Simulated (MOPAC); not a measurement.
MOPAC input (PM3):

```
PM3 1SCF UHF MS=0.5 GEO-OK AUX(PRECISION=9) THREADS=1
CH3

C     0.00000000 1    0.00000000 1    0.00000000 1
H     0.53559500 1    0.93585800 1    0.03753700 1
H    -1.07887000 1   -0.00405600 1   -0.01111700 1
H     0.54327500 1   -0.93180200 1   -0.02641900 1
```

From the output:

```
                                                       MOPAC v23.2.5 Linux

          FINAL HEAT OF FORMATION =         28.02145 KCAL/MOL =     117.24177 KJ/MOL

          COSMO AREA              =         53.62 SQUARE ANGSTROMS
          COSMO VOLUME            =         36.13 CUBIC ANGSTROMS

          IONIZATION POTENTIAL    =          9.994161 EV
          ALPHA SOMO LUMO (EV)    =         -9.994  3.385
          BETA  SOMO LUMO (EV)    =        -13.921  1.118
          NO. OF ALPHA ELECTRONS  =          4
          NO. OF BETA  ELECTRONS  =          3
          MOLECULAR WEIGHT        =         15.0347         POINT GROUP:  D3h

          MOLECULAR DIMENSIONS (Angstroms)

            Atom       Atom       Distance
            H     4    H     2     1.86877
            H     3    H     2     1.61840
            H     2    C     1     0.00000

          SCF CALCULATIONS        =          1

   ATOM   CHEMICAL          X               Y               Z
  NUMBER   SYMBOL      (ANGSTROMS)     (ANGSTROMS)     (ANGSTROMS)

     1       C          0.00000000  *   0.00000000  *   0.00000000  *
     2       H          0.53559500  *   0.93585800  *   0.03753700  *
     3       H         -1.07887000  *  -0.00405600  *  -0.01111700  *
     4       H          0.54327500  *  -0.93180200  *  -0.02641900  *

                             CARTESIAN COORDINATES

   1    C        0.000000000     0.000000000     0.000000000
   2    H        0.535595000     0.935858000     0.037537000
   3    H       -1.078870000    -0.004056000    -0.011117000
   4    H        0.543275000    -0.931802000    -0.026419000

           Empirical Formula: C H3  =     4 atoms

      MOLECULAR POINT GROUP   :   D3h

          ALPHA EIGENVALUES
 -28.13526 -14.29586 -14.29586  -9.99416   3.38530   4.72280   4.72280

           BETA EIGENVALUES
 -26.60908 -13.92103 -13.92103   1.11816   4.21084   5.15844   5.15844

              NET ATOMIC CHARGES AND DIPOLE CONTRIBUTIONS

  ATOM NO.   TYPE          CHARGE      No. of ELECS.   s-Pop       p-Pop
    1          C          -0.197680        4.1977     1.20978     2.98790
    2          H           0.065893        0.9341     0.93411
    3          H           0.065893        0.9341     0.93411
    4          H           0.065893        0.9341     0.93411
 DIPOLE           X         Y         Z       TOTAL
 POINT-CHG.     0.000     0.000     0.000     0.000
 HYBRID        -0.000    -0.000     0.000     0.000
 SUM            0.000     0.000     0.000     0.000

          ATOMIC ORBITAL ELECTRON POPULATIONS

     Atom    s        px        py        pz
    1  C   1.20978   0.99395   0.99396   0.99999
    2  H   0.93411
    3  H   0.93411
    4  H   0.93411

                    (SZ)    =    0.500000
                    (S**2)  =    0.770287

          ATOMIC ORBITAL SPIN POPULATIONS

    Atom   Total    s     px     py     pz
         Atomic
    1  C  1.2444  0.072  0.086  0.087  0.999
    2  H -0.0815 -0.081
    3  H -0.0815 -0.081
    4  H -0.0815 -0.081

 **********************
 *                    *
 * JOB ENDED NORMALLY *
 *                    *
 **********************

 == MOPAC DONE ==
```

The geometry given is a B3LYP-D3(BJ)/def2-TZVP minimum.
